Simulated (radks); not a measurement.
Results of a calculation; reference values are marked as such.
Coulomb parameter of the 4d shell of the ruthenium ion Ru2+ in the model configuration [Kr] 4d4.5 5s1.5, as a second difference U = [E(n + 0.5) + E(n - 0.5) - 2 E(n)] / (0.5)^2 with all orbitals relaxed. "Bare": the charge of the atom changes with n. "Screened": the 5s shell takes up the change at fixed total charge, which measures U(4d,4d) + U(5s,5s) - 2 U(4d,5s). Level of theory: scalar-relativistic Kohn-Sham, PBE, spin-unpolarised, spherical densities, point nucleus (a radial shooting solver on a logarithmic mesh with Libxc functionals).

case,configuration,E - E(n) (eV)
start,[Kr] 4d4.5 5s1.5,0.000
bare +0.5,[Kr] 4d5 5s1.5,-13.040
bare -0.5,[Kr] 4d4 5s1.5,16.322
screened +0.5,[Kr] 4d5 5s1,-3.683
screened -0.5,[Kr] 4d4 5s2,4.174

U(bare) = 13.130 eV, U(screened by 5s) = 1.962 eV, against the Slater integral F0(4d,4d) = 17.048 eV with frozen orbitals.
